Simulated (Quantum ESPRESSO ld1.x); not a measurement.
Task: This ld1.x (Quantum ESPRESSO 7.5) run is given with its output. Can the result be used, and if not, why?

```
 &input
    atom='Mo',
    iswitch=1,
    rel=1,
    lsd=1,
    dft='SLA-VWN',
    config='[Kr] 5s0.5 5s0.5 4d4 4d3.25',
    verbosity='high',
    prefix='ld1',
    max_out_wfc=37,
    file_charge='ld1.rho',
 /
```

```
     Program LD1 v.7.5 starts

     Message from routine scf:
     warning: convergence not achieved
     --------------------------- All-electron run ----------------------------

     scalar relativistic calculation

     atomic number is 42.00
     dft =SLA-VWN   lsd =1 sic =0 latt =0  beta=0.20 tr2=1.0E-14
     Exchange-correlation= SLA-VWN
                           (   1   2   0   0   0   0   0)
     mesh =2043 r(mesh) =  99.31835 a.u. xmin = -8.00 dx = 0.00800
     1 Ry =  13.60569312 eV, c = 137.03599908

     n l     nl                  e(Ry)          e(Ha)          e(eV)
     1 0     1S 1( 1.00)   -1454.599960482    -727.299980241 -19790.8406790
     2 0     2S 1( 1.00)    -205.218540627    -102.609270313  -2792.1404869
     2 1     2P 1( 3.00)    -183.566031962     -91.783015981  -2497.5430987
     3 0     3S 1( 1.00)     -34.626474013     -17.313237007   -471.1171794
     3 1     3P 1( 3.00)     -27.532081716     -13.766040858   -374.5930549
     4 0     4S 1( 1.00)      -4.448377920      -2.224188960    -60.5232649
     4 1     4P 1( 3.00)      -2.555041686      -1.277520843    -34.7631131
     3 2     3D 1( 5.00)     -15.950808483      -7.975404241   -217.0218053
     5 0     5S 1( 0.50)      -0.104061745      -0.052030872     -1.4158322
     5 0     5S 2( 0.50)      -0.075979034      -0.037989517     -1.0337474
     4 2     4D 1( 4.00)      -0.033054208      -0.016527104     -0.4497254
     4 2     4D 2( 3.25)       0.010488985       0.005244492      0.1427099
     1 0     1S 2( 1.00)   -1454.600049789    -727.300024895 -19790.8418941
     2 0     2S 2( 1.00)    -205.207976398    -102.603988199  -2791.9967533
     2 1     2P 2( 3.00)    -183.557865272     -91.778932636  -2497.4319852
     3 0     3S 2( 1.00)     -34.618909072     -17.309454536   -471.0142531
     3 1     3P 2( 3.00)     -27.523833428     -13.761916714   -374.4808312
     4 0     4S 2( 1.00)      -4.391375130      -2.195687565    -59.7477024
     4 1     4P 2( 3.00)      -2.492954214      -1.246477107    -33.9183700
     3 2     3D 2( 5.00)     -15.939634394      -7.969817197   -216.8697741

     final scf error:  3.0E+00 reached in 201 iterations

     Etot =   -8015.142611 Ry,   -4007.571306 Ha, -109051.570709 eV
     Total magnetization:    0.75 Bohr mag.

     Ekin =    8399.795810 Ry,    4199.897905 Ha,  114285.044086 eV
     Encl =  -19431.271812 Ry,   -9715.635906 Ha, -264375.921259 eV
     Eh   =    3253.264052 Ry,    1626.632026 Ha,   44262.912333 eV
     Exc  =    -236.930661 Ry,    -118.465331 Ha,   -3223.605869 eV
```

Result: No. The cycle did not converge: in the last iteration no bound solution was found for 4d down (the eigenvalue is printed as zero or positive). The species is Mo2.25- with 44.25 electrons. In a local or semilocal functional the extra electron of a negative ion sees its own charge, the potential lacks the -1/r tail, and the highest level tends to rise to zero. The printed total energy is meaningless.
